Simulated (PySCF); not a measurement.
## $^{29}$Si chemical shifts

PySCF calculation with shielding tensors at PBE0/pcSseg-1 (GIAO) and geometry from GFN2-xTB; a single conformation, no solvent, non-relativistic, rapidly exchanging positions averaged.

Shieldings were converted by a linear fit to measured shifts: $^{29}$Si: δ = 279.94 − 0.822σ (rms 8.9 ppm, 72 shifts, 25.8 ppm with the 6 outliers that the fit left out vs TMS, solution or neat liquid). A few per cent of atoms miss by over 2 rms, more outside the fitted compound classes.

**Question.** Give the $^{29}$Si shifts of `[SiH3]N([SiH3])c1ccn([SiH3])c1`, `CN([SiH3])[SiH2]/N=C\C(F)F`.

**Answer.** 
```json
{"compound": "[SiH3:1][N:2]([SiH3:3])[c:4]1[cH:5][cH:6][n:7]([SiH3:8])[cH:9]1", "environment": "Si8: silicon bonded to N, 3 H", "δ (ppm)": "-48.8"}
{"compound": "[SiH3:1][N:2]([SiH3:3])[c:4]1[cH:5][cH:6][n:7]([SiH3:8])[cH:9]1", "environment": "Si1/3: silicon bonded to N, 3 H (×2)", "δ (ppm)": "-49.2"}
{"compound": "[CH3:1][N:2]([SiH3:3])[SiH2:4]/[N:5]=[CH:6]\\[CH:7]([F:8])[F:9]", "environment": "Si4: silicon bonded to 2 N, 2 H", "δ (ppm)": "-39.4"}
{"compound": "[CH3:1][N:2]([SiH3:3])[SiH2:4]/[N:5]=[CH:6]\\[CH:7]([F:8])[F:9]", "environment": "Si3: silicon bonded to N, 3 H", "δ (ppm)": "-47.2"}
```

**Question.** Order these by $^{29}$Si shift, lowest first.
A. CC(C)[C@@](F)([SiH3])CCCl
B. COC[C@@H]1C=C1[SiH2]CCl
C. CC[Si@@H](F)C[C@@H](C)CCl
D. COC1=C[C@@H](CCl)[SiH2]C1

**Answer.** A (-68.2 ppm, silicon bonded to C, 3 H), B (-53.3 ppm, silicon bonded to 2 C, 2 H), D (-36.7 ppm, silicon bonded to 2 C, 2 H, in a 5-membered ring), C (13.0 ppm, silicon bonded to 2 C, F, H).
